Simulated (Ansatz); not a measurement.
Ansatz (a program for electronic structure) input (CCSD(T)/def2-SVPD):

Ansatz 0.2 input:
```yaml
crystal:
  periodic: [false, false, false]
  atoms:
    - {symbol: Si, position_ang: [-1.71605935, -0.16426501, 0.11213644]}
    - {symbol: As, position_ang: [0.77497313, 0.07429075, -0.05062150]}
    - {symbol: H, position_ang: [-1.90455372, 1.07396271, -0.78733721]}
    - {symbol: H, position_ang: [-1.72429042, 0.68390134, 1.39990077]}
    - {symbol: H, position_ang: [0.95139032, -0.76361090, -1.32847615]}
    - {symbol: H, position_ang: [1.12817154, -1.14613761, 0.81651183]}
basis:
  gaussian:
    orbitals: def2-SVPD
total_charge: -1
magnetization: {spin_polarized: false}
correlation: {method: ccsd_t, electrons: outside_noble_gas}
output: {forces: true}
```

Output:

```
Functional definition: HF
integrals: 0.11 GiB planned
910 factors; integrals over basis functions are off by at most 1.1e-3 eV
mean field: 0.36 GiB planned
mean field evaluation 1: about -68709.5236 eV, gradient 1.5e1 eV
mean field evaluation 2: about -68709.5399 eV, gradient 1.5e1 eV
mean field evaluation 4: about -68710.7094 eV, gradient 2.4e0 eV
mean field evaluation 8: about -68710.7444 eV, gradient 1.7e-1 eV
mean field evaluation 16: about -68710.6870 eV, gradient 2.3e0 eV
mean field -68710.74496426 eV, -2525.0733036208 hartree, gradient 5.7e-6 eV, S^2 0.000000; 0 other end points of the search recorded, 0 dependent functions left out
19 core orbitals not correlated
reference -68710.74496426 eV, -2525.0733036208 hartree; 7, 7 occupied and 68, 68 virtual orbitals, 910 factors
densities: 0.32 GiB planned
second order -6.59574698 eV of doubles, -0.00000000 eV of singles
coupled cluster: 0.24 GiB planned
cycle   1  -7.47397017 eV  change   -8.8e-1 eV  update   8.3e-2
cycle   2  -7.80652936 eV  change   -3.3e-1 eV  update   2.9e-2
cycle   3  -7.83394860 eV  change   -2.7e-2 eV  update   9.5e-3
cycle   4  -7.83129782 eV  change    2.7e-3 eV  update   3.6e-3
cycle   5  -7.83025954 eV  change    1.0e-3 eV  update   1.2e-3
cycle   6  -7.83013962 eV  change    1.2e-4 eV  update   5.0e-4
cycle   7  -7.83018900 eV  change   -4.9e-5 eV  update   2.0e-4
cycle   8  -7.83022754 eV  change   -3.9e-5 eV  update   7.7e-5
cycle   9  -7.83021510 eV  change    1.2e-5 eV  update   2.6e-5
cycle  10  -7.83021012 eV  change    5.0e-6 eV  update   9.1e-6
cycle  11  -7.83021216 eV  change   -2.0e-6 eV  update   3.4e-6
perturbative correction -0.28466070 eV, -0.0104610878 hartree
the calculation of the forces begins
Total energy: -68718.85983712 eV, -2525.3715196978 hartree
Atom 0 at    -1.716059    -0.164265     0.112136 Å, force    -0.031278    -0.056239    -0.007452 eV/Å
Atom 1 at     0.774973     0.074291    -0.050621 Å, force     0.045618    -0.022656    -0.007800 eV/Å
Atom 2 at    -1.904554     1.073963    -0.787337 Å, force    -0.023729     0.044564    -0.031594 eV/Å
Atom 3 at    -1.724290     0.683901     1.399901 Å, force    -0.017143     0.030313     0.048316 eV/Å
Atom 4 at     0.951390    -0.763611    -1.328476 Å, force     0.012430     0.003819    -0.010886 eV/Å
Atom 5 at     1.128172    -1.146138     0.816512 Å, force     0.014103     0.000199     0.009416 eV/Å
Dipole moment:     0.872107     0.036293    -0.065403 e Å
```

It need not be the lowest isomer of its formula. Whether it binds its extra electron was not tested at this geometry.
